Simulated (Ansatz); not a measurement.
ClH5O2Si2, SMILES O[SiH](O)[SiH2]Cl.

Geometry optimised at PBE0-D3(BJ)/def2-SVP. The structure was generated by enumeration, and PubChem lists no compound with its InChIKey, so it may never have been made. The values are those of a single conformer.

Two levels are set side by side: PBE/def2-SVPD (Ansatz, a first-principles code) and PBE0/def2-SVPD (Ansatz). Energy differences of separate SCF runs at the same geometry; the states with an electron removed or added have multiplicity 2 and 2. Differences are taken from unrounded values.

| quantity | PBE0 | PBE | PBE minus PBE0 |
|---|---|---|---|
| vertical ionisation energy (eV) | 10.12 | 9.72 | -0.40 |
| vertical singlet–triplet gap (eV) | 5.21 | 4.83 | -0.37 |
